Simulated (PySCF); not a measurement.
# Basis and Hamiltonian dependence of the excitation energy of Kr(2+)

Kr(2+) [Ar] 3d10 4s2 4p4 (3P) → Kr(2+) [Ar] 3d10 4s2 4p3 5s1 (5S). All values are computed (PySCF 2.14, energy differences of UHF-based or UKS calculations, no spin-orbit coupling). Values in eV.

| basis | Hamiltonian | functions | UHF | r2SCAN | PBE0 | MP2 (valence) | CCSD(T) (valence) |
| --- | --- | --- | --- | --- | --- | --- | --- |
| aug-cc-pVDZ-PP with ECP10MDF | ECP | 32 | 17.128 | 18.073 | 17.650 | 17.119 | 17.132 |
| ANO-RCC-VTZP | spin-free X2C | 43 | 19.482 | 20.171 | 19.665 | 19.497 | 19.607 |
| aug-cc-pVTZ-PP with ECP10MDF | ECP | 55 | 17.145 | 18.053 | 17.611 | 17.368 | 17.481 |
| x2c-TZVPPall with one added diffuse shell each of s, p, d type | spin-free X2C | 57 | 17.184 | 18.136 | 17.711 | 17.403 | n/a |
| aug-cc-pVTZ-DK | spin-free X2C | 59 | 17.237 | 18.188 | 17.758 | 17.465 | 17.575 |
| aug-cc-pVTZ-PP with one added diffuse shell each of s, d, f type with ECP10MDF | ECP | 68 | 17.138 | 18.041 | 17.604 | 17.361 | 17.475 |
| aug-cc-pVQZ-DK | spin-free X2C | 93 | 17.176 | 18.125 | 17.701 | 17.509 | 17.635 |
| x2c-QZVPPall with one added diffuse shell each of s, p, d, f type | spin-free X2C | 113 | 17.160 | 18.110 | 17.690 | 17.498 | n/a |
| aug-cc-pV5Z-PP with ECP10MDF | ECP | 136 | 17.141 | 18.048 | 17.610 | 17.529 | n/a |

Frozen in the all-electron rows: valence: [Ar] 3d10; with a core potential, the same shells as far as they lie outside it.

At UHF, ANO-RCC-VTZP lies more than 0.3 eV from the median of the rows with comparable relativity. Of these, ANO-RCC-VTZP has no diffuse functions of the l that the added or promoted electron needs.
